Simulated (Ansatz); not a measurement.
Total energies of `C[O][GaH]` radical.

Z-matrix (Å, degrees):
```
C
O 1 1.401
H 1 1.096 2 109.9
H 1 1.097 2 113.2 3 120.7
H 1 1.096 2 109.9 3 -118.6
Ga 2 1.791 1 128.8 3 -120.8
H 6 1.601 2 112.5 1 -179.9
```

Total charge 0; spin multiplicity 2. Correlated methods include outer-core shells of Ga, which these sets cover unevenly. Scalar relativity is left out up to krypton. All single points use the PBE0-D4/def2-TZVP geometry. Basis def2-TZVPP, Ansatz.

RPA on PBE orbitals: Hartree–Fock energy of these orbitals -2038.27507 Eh, correlation -1.00601 Eh (frozen core).

```json
{"functional": "PBE", "energy without D4 (Eh)": "-2040.17668", "D4 term (kJ/mol)": "-9.7"}
{"functional": "revPBE", "energy without D4 (Eh)": "-2040.43070", "D4 term (kJ/mol)": "-31.3"}
{"functional": "r2SCAN", "energy without D4 (Eh)": "-2040.53283", "D4 term (kJ/mol)": "-2.2"}
{"functional": "B97M-V", "energy without D4 (Eh)": "-2040.21136", "D4 term (kJ/mol)": "–"}
{"functional": "PBE0", "energy without D4 (Eh)": "-2040.21948", "D4 term (kJ/mol)": "-8.1"}
{"functional": "B3LYP", "energy without D4 (Eh)": "-2040.66274", "D4 term (kJ/mol)": "-15.8"}
{"functional": "r2SCANh", "energy without D4 (Eh)": "-2040.51489", "D4 term (kJ/mol)": "-2.4"}
{"functional": "LC-ωPBE", "energy without D4 (Eh)": "-2040.28333", "D4 term (kJ/mol)": "–"}
{"functional": "ωB97X-V", "energy without D4 (Eh)": "-2040.38540", "D4 term (kJ/mol)": "–"}
{"functional": "ωB97M-V", "energy without D4 (Eh)": "-2040.44843", "D4 term (kJ/mol)": "–"}
```

**Question.** Give the same for LDA (SPW92), BLYP, r2SCAN0, HSE06 (plane-wave form), BHLYP, CAM-B3LYP, B2PLYP, PBE-QIDH. (An estimate is asked.)

**Answer.** The calculation gave: 
| functional | energy without D4 (Eh) | D4 term (kJ/mol) |
| --- | --- | --- |
| LDA (SPW92) | -2036.64827 | – |
| BLYP | -2040.64527 | -21.8 |
| r2SCAN0 | -2040.48943 | -2.6 |
| HSE06 (plane-wave form) | -2040.21311 | -7.5 |
| BHLYP | -2040.51568 | -12.2 |
| CAM-B3LYP | -2040.67701 | -8.2 |
| B2PLYP | -2040.15267 | – |
| PBE-QIDH | -2039.86378 | – |

B3LYP takes the VWN-RPA correlation (the form of Gaussian; ORCA's B3LYP/G). HSE06 is the plane-wave form, built on full-range PBE exchange. The double hybrids freeze the cores in their second-order part.

LC-ωPBE has ω = 0.4 bohr⁻¹.
